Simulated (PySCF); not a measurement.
CH3BF4Ge.
SMILES with atom numbers: `[F:1][B:2]([F:3])[GeH2:4][CH:5]([F:6])[F:7]` (hydrogens: H8, H9 on Ge4; H10 on C5)

Method: PBE0-D3(BJ)/def2-SVP geometry optimisation, gas phase (PySCF 2.14.0); density fitting, grid level 1; the optimiser is geomeTRIC in internal coordinates, started from a GFN2-xTB structure with every atom displaced at random (about 0.01 Å).

Step 0: E = -69114.1020 eV
```
atom  x, y, z in Å  |  force x, y, z in eV/Å
F1      2.6657    1.0720    0.6206   -0.031   0.048   0.309
B2      1.8384    0.3945   -0.1406    1.001   0.451  -0.331
F3      2.1457    0.3835   -1.4178   -0.145  -0.109  -0.342
Ge4     0.2350   -0.5752    0.5605   -1.857   0.220   0.101
C5     -1.4260    0.0995   -0.4218    0.218   0.726   1.378
F6     -2.5517   -0.2419    0.2547    0.234  -0.266  -0.038
F7     -1.3762    1.4657   -0.4077    0.155  -0.067  -0.162
H8      0.1861   -2.0520    0.3414    0.248  -0.849  -0.220
H9     -0.1166   -0.3581    2.0282    0.136   0.191   0.191
H10    -1.5497   -0.2151   -1.4451    0.041  -0.345  -0.886
```

Step 1: E = -69114.2304 eV
```
atom  x, y, z in Å  |  force x, y, z in eV/Å
F1      2.5773    1.1366    0.6044   -0.039  -0.022  -0.146
B2      1.7896    0.4161   -0.1648   -0.227  -0.251   0.185
F3      2.0322    0.4093   -1.4607    0.039   0.048   0.051
Ge4     0.1531   -0.6574    0.5978    0.219   0.210  -0.022
C5     -1.3913    0.1280   -0.3929    0.032  -0.258  -0.393
F6     -2.5627   -0.1570    0.2166   -0.012   0.077   0.050
F7     -1.2305    1.4798   -0.4212   -0.048  -0.050   0.088
H8      0.2473   -2.1814    0.3535   -0.042   0.171  -0.030
H9     -0.1049   -0.3784    2.0866    0.065  -0.023  -0.009
H10    -1.4594   -0.2226   -1.4470    0.013   0.098   0.226
```

Step 2: E = -69114.2419 eV
```
atom  x, y, z in Å  |  force x, y, z in eV/Å
F1      2.5827    1.1276    0.5933   -0.025   0.002   0.113
B2      1.7833    0.4023   -0.1559    0.035   0.011  -0.008
F3      2.0370    0.4063   -1.4488   -0.064  -0.077  -0.101
Ge4     0.1545   -0.6422    0.6014    0.044   0.109   0.017
C5     -1.3923    0.1215   -0.3997   -0.001  -0.052  -0.032
F6     -2.5632   -0.1652    0.2106   -0.019  -0.036   0.015
F7     -1.2466    1.4741   -0.4144    0.009   0.048   0.000
H8      0.2397   -2.1542    0.3420   -0.009  -0.013  -0.026
H9     -0.0895   -0.3758    2.0932    0.030  -0.002  -0.011
H10    -1.4549   -0.2214   -1.4494    0.000   0.010   0.033
```

Problem. Estimate the geometry and energy of step 3. (The exact step hangs on the optimiser's Hessian estimate; all steps are aligned on step 2, rigid shifts and turns removed.)

Solution. E = -69114.2429 eV, largest force 0.157 eV/Å
```
atom  x, y, z in Å  |  force x, y, z in eV/Å
F1      2.5772    1.1161    0.6106    0.055   0.029  -0.101
B2      1.7847    0.3992   -0.1541   -0.032  -0.021  -0.001
F3      2.0246    0.3825   -1.4505    0.077   0.043   0.024
Ge4     0.1600   -0.6251    0.6011   -0.077   0.000   0.034
C5     -1.3921    0.1214   -0.4031   -0.004   0.040   0.151
F6     -2.5606   -0.1799    0.2062   -0.015  -0.043  -0.006
F7     -1.2625    1.4763   -0.4108    0.003   0.048  -0.028
H8      0.2403   -2.1323    0.3288   -0.002  -0.077  -0.011
H9     -0.0715   -0.3676    2.0948   -0.004   0.006   0.006
H10    -1.4493   -0.2176   -1.4508   -0.001  -0.025  -0.069
```

The energy changes by -0.0009 eV. The first-order estimate −F·Δx gives -0.0080 eV and the mean of the old and new forces, exact on a quadratic surface, -0.0009 eV. The step makes an angle of 54° with the force vector and moves no atom by more than 0.027 Å.

What follows is the cost of the whole optimisation. On one thread, Arm Neoverse V1 (aarch64), shared host, this took 74 s wall and 0.54 GiB of memory at its peak.
